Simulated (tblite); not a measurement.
C2H6BCl3Ge.
SMILES with atom numbers: `[CH3:1][CH2:2][Ge@@H:3]([Cl:4])[B:5]([Cl:6])[Cl:7]` (hydrogens: H8, H9, H10 on C1; H11, H12 on C2; H13 on Ge3)

Computed with GFN2-xTB (tblite), gas phase: L-BFGS steps from a force-field or distance-geometry start until the largest atomic force falls under 0.01 eV/Å.

Step 26: E = -659.9616 eV
```
atom  x, y, z in Å  |  force x, y, z in eV/Å
C1     -1.6062   -0.2476    0.8290    0.020   0.035  -0.016
C2     -0.8115   -0.7806   -0.3576    0.015   0.025  -0.016
Ge3     0.6399    0.4693   -0.9878   -0.028  -0.052   0.111
Cl4    -0.1358    2.4476   -1.0906    0.017  -0.078   0.018
B5      2.2752    0.3901    0.2633    0.063   0.036  -0.005
Cl6     2.4867    1.5602    1.4788    0.019   0.025   0.054
Cl7     3.3868   -0.9025    0.1543   -0.048   0.047  -0.008
H8     -2.1440    0.6557    0.5517   -0.035   0.009  -0.027
H9     -0.9501    0.0035    1.6617    0.047  -0.040  -0.013
H10    -2.3255   -0.9882    1.1777    0.016   0.031  -0.045
H11    -0.3254   -1.7168   -0.0750   -0.028   0.016  -0.082
H12    -1.4729   -0.9889   -1.1996   -0.043  -0.027   0.083
H13     0.9785    0.0987   -2.4237   -0.016  -0.027  -0.053
```

Step 27: E = -659.9633 eV
```
atom  x, y, z in Å  |  force x, y, z in eV/Å
C1     -1.6082   -0.2502    0.8293   -0.004   0.060   0.019
C2     -0.8154   -0.7774   -0.3595   -0.006  -0.029  -0.018
Ge3     0.6377    0.4660   -0.9848    0.067  -0.055   0.128
Cl4    -0.1278    2.4433   -1.0926   -0.009  -0.030   0.010
B5      2.2796    0.3938    0.2661    0.016   0.038  -0.017
Cl6     2.4928    1.5665    1.4800    0.020   0.011   0.039
Cl7     3.3924   -0.8960    0.1507   -0.036   0.044  -0.002
H8     -2.1526    0.6506    0.5559   -0.026   0.007  -0.034
H9     -0.9494    0.0056    1.6584    0.042  -0.049   0.002
H10    -2.3240   -0.9937    1.1810    0.037   0.036  -0.047
H11    -0.3342   -1.7188   -0.0848   -0.026   0.024  -0.074
H12    -1.4796   -0.9784   -1.2001   -0.053  -0.032   0.051
H13     0.9842    0.0890   -2.4174   -0.022  -0.026  -0.056
```

Step 28: E = -659.9651 eV
```
atom  x, y, z in Å  |  force x, y, z in eV/Å
C1     -1.6102   -0.2521    0.8300   -0.018   0.068   0.040
C2     -0.8200   -0.7741   -0.3618   -0.033  -0.066  -0.012
Ge3     0.6372    0.4616   -0.9793    0.134  -0.049   0.087
Cl4    -0.1193    2.4384   -1.0948   -0.030   0.010   0.004
B5      2.2844    0.3983    0.2691   -0.024   0.044  -0.012
Cl6     2.5000    1.5734    1.4816    0.019   0.000   0.023
Cl7     3.3980   -0.8878    0.1469   -0.011   0.029   0.001
H8     -2.1626    0.6452    0.5597   -0.008   0.008  -0.034
H9     -0.9480    0.0070    1.6551    0.031  -0.047   0.015
H10    -2.3216   -0.9989    1.1840    0.047   0.033  -0.042
H11    -0.3444   -1.7207   -0.0967   -0.018   0.015  -0.052
H12    -1.4879   -0.9677   -1.2001   -0.060  -0.029   0.010
H13     0.9899    0.0779   -2.4116   -0.030  -0.017  -0.027
```

Step 29: E = -659.9667 eV
```
atom  x, y, z in Å  |  force x, y, z in eV/Å
C1     -1.6123   -0.2532    0.8311   -0.014   0.054   0.037
C2     -0.8254   -0.7715   -0.3644   -0.049  -0.070  -0.005
Ge3     0.6396    0.4562   -0.9723    0.137  -0.033   0.013
Cl4    -0.1113    2.4334   -1.0965   -0.039   0.028   0.000
B5      2.2883    0.4036    0.2723   -0.037   0.045   0.006
Cl6     2.5079    1.5803    1.4835    0.014  -0.005   0.009
Cl7     3.4033   -0.8783    0.1430    0.016   0.009   0.003
H8     -2.1726    0.6399    0.5630    0.013   0.015  -0.029
H9     -0.9462    0.0077    1.6523    0.018  -0.037   0.024
H10    -2.3185   -1.0037    1.1866    0.044   0.024  -0.028
H11    -0.3551   -1.7226   -0.1097   -0.010  -0.007  -0.022
H12    -1.4974   -0.9573   -1.2003   -0.059  -0.019  -0.025
H13     0.9953    0.0659   -2.4063   -0.033  -0.005   0.017
```

**Question.** Estimate the geometry and energy of step 30. (The exact step hangs on the optimiser's Hessian estimate; all steps are aligned on step 29, rigid shifts and turns removed.)

**Answer.** E = -659.9678 eV, largest force 0.087 eV/Å
```
atom  x, y, z in Å  |  force x, y, z in eV/Å
C1     -1.6137   -0.2531    0.8322    0.003   0.025   0.013
C2     -0.8301   -0.7705   -0.3665   -0.041  -0.043  -0.005
Ge3     0.6440    0.4514   -0.9671    0.075  -0.013  -0.042
Cl4    -0.1062    2.4300   -1.0970   -0.034   0.022  -0.003
B5      2.2900    0.4084    0.2751   -0.018   0.033   0.023
Cl6     2.5141    1.5852    1.4852    0.006  -0.003   0.004
Cl7     3.4069   -0.8706    0.1399    0.031  -0.004   0.004
H8     -2.1794    0.6366    0.5647    0.028   0.026  -0.020
H9     -0.9445    0.0076    1.6509    0.010  -0.024   0.026
H10    -2.3155   -1.0064    1.1882    0.026   0.011  -0.011
H11    -0.3631   -1.7244   -0.1199   -0.008  -0.030   0.003
H12    -1.5053   -0.9500   -1.2010   -0.048  -0.006  -0.039
H13     0.9985    0.0564   -2.4025   -0.028   0.005   0.045
```

The energy changes by -0.0011 eV. The first-order estimate −F·Δx gives -0.0016 eV and the mean of the old and new forces, exact on a quadratic surface, -0.0011 eV. The step makes an angle of 75° with the force vector and moves no atom by more than 0.013 Å.

What follows is the cost of the whole relaxation. On one thread, Arm Neoverse N1 (aarch64), shared host with 64 logical CPUs at a one-minute load of 59, this took 1.6 s wall.
